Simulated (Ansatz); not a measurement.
Job for Ansatz (a first-principles code): R-CCSD(T)/def2-SVPD on GeH4 (SMILES [GeH4]) with ghost functions, monomers drawn apart or pushed together. The run froze 14 orbitals, filled d shells among them.

Ansatz 0.2 input:
```yaml
crystal:
  periodic: [false, false, false]
  atoms:
    - {symbol: Ge, position_ang: [0.01233141, 0.13777355, 0.04474913]}
    - {symbol: H, position_ang: [-1.31819227, 0.71739864, -0.45656267]}
    - {symbol: H, position_ang: [0.68985238, 1.14778768, 0.98215662]}
    - {symbol: H, position_ang: [0.93404062, -0.14895454, -1.15010930]}
    - {symbol: H, position_ang: [-0.25299990, -1.16594684, 0.81128662]}
basis:
  gaussian:
    orbitals: def2-SVPD
    ghost_atoms:
      - {symbol: Si, position_ang: [1.14718616, -0.21928436, 7.43531060]}
      - {symbol: Si, position_ang: [-1.19282470, -0.32222338, 7.31825672]}
      - {symbol: H, position_ang: [1.60516075, 1.18874889, 7.35325471]}
      - {symbol: H, position_ang: [1.76813121, -0.98752757, 6.33076424]}
      - {symbol: H, position_ang: [1.60660155, -0.79232488, 8.72465212]}
      - {symbol: H, position_ang: [-1.78287094, 0.29361954, 8.53222518]}
      - {symbol: H, position_ang: [-1.64420944, -1.73230147, 7.23470721]}
      - {symbol: H, position_ang: [-1.69984664, 0.40746941, 6.13160957]}
magnetization: {spin_polarized: false}
correlation: {method: ccsd_t, electrons: outside_noble_gas}
scf: {lower_state_search: off}
```

Output:

```
WARN ansatz: RAYON_NUM_THREADS=1 ignored (pool sized by the plan → 1); use --threads N
Functional definition: HF
these checks for a lower state are left out or cut short: stability, starts, cluster_reference, orbital_swaps, neighbouring_geometries, increment
integrals: 0.47 GiB planned
1424 factors; integrals over basis functions are off by at most 1.3e-3 eV
mean field: 0.47 GiB planned
mean field evaluation 1: about -56528.8595 eV, gradient 9.8e0 eV
mean field evaluation 2: about -56528.8610 eV, gradient 9.8e0 eV
mean field evaluation 4: about -56529.3342 eV, gradient 1.7e0 eV
mean field evaluation 8: about -56529.3385 eV, gradient 8.4e-5 eV
mean field -56529.33846453 eV, -2077.4148716096 hartree, gradient 2.2e-6 eV, S^2 0.000000; 0 other end points of the search recorded, 0 dependent functions left out
14 core orbitals not correlated
reference -56529.33846453 eV, -2077.4148716096 hartree; 4, 4 occupied and 148, 148 virtual orbitals, 1424 factors
second order -3.19803236 eV of doubles, -0.00000000 eV of singles
coupled cluster: 1.15 GiB planned
cycle   1  -3.79697283 eV  change   -6.0e-1 eV  update   5.5e-2
cycle   2  -4.01017849 eV  change   -2.1e-1 eV  update   1.9e-2
cycle   3  -4.01471375 eV  change   -4.5e-3 eV  update   3.9e-3
cycle   4  -4.01385653 eV  change    8.6e-4 eV  update   1.2e-3
cycle   5  -4.01362813 eV  change    2.3e-4 eV  update   3.6e-4
cycle   6  -4.01357905 eV  change    4.9e-5 eV  update   7.1e-5
cycle   7  -4.01358949 eV  change   -1.0e-5 eV  update   1.7e-5
cycle   8  -4.01359257 eV  change   -3.1e-6 eV  update   4.0e-6
perturbative correction -0.07673633 eV, -0.0028200080 hartree
Total energy: -56533.42879342 eV, -2077.5651884240 hartree
Checks for a lower state left out: stability, starts, cluster_reference, orbital_swaps, neighbouring_geometries, increment
```

Self-consistency was reached.

Cost: around 12 core-seconds (rough).
